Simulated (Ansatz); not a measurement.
Start from `BCOCO` and change one atom or group to get `OCO[SiH2]O`.

Ansatz, PBE0-D4/def2-TZVP geometries, multiplicity 1. Each molecule was computed in one conformer, which needn't be the lowest.

```json
{"property": "LUMO energy (B3LYP/def2-TZVPP) / eV", "`BCOCO`": "-1.64"}
{"property": "HOMO energy (PBE0/def2-TZVPP) / eV", "`BCOCO`": "-8.01"}
{"property": "size of the dipole moment (ωB97M-V/def2-TZVPP) / D", "`BCOCO`": "0.34"}
{"property": "LUMO energy (ωB97M-V/def2-TZVPP) / eV", "`BCOCO`": "0.54"}
{"property": "LUMO energy (PBE/def2-TZVPP) / eV", "`BCOCO`": "-2.42"}
{"property": "HOMO–LUMO gap (PBE/def2-TZVPP) / eV", "`BCOCO`": "3.99"}
```

Give the same properties after the change, and the shifts. (Best estimate.)

The calculation gave: 
```csv
property,`OCO[SiH2]O`,shift
LUMO energy (B3LYP/def2-TZVPP) / eV,0.29,1.93
HOMO energy (PBE0/def2-TZVPP) / eV,-8.58,-0.57
size of the dipole moment (ωB97M-V/def2-TZVPP) / D,1.73,1.39
LUMO energy (ωB97M-V/def2-TZVPP) / eV,2.14,1.60
LUMO energy (PBE/def2-TZVPP) / eV,-0.25,2.17
HOMO–LUMO gap (PBE/def2-TZVPP) / eV,6.76,2.77
```

With PBE0 the HOMO falls by 0.57 eV and the LUMO rises by 2.02 eV, so the gap widens by about 2.59 eV. PBE moves the HOMO by -0.60 eV and ωB97M-V by -0.53 eV. Dipoles are sizes alone; their direction can turn.

B3LYP here is the variant with VWN-RPA as its local correlation; programs differ in this.
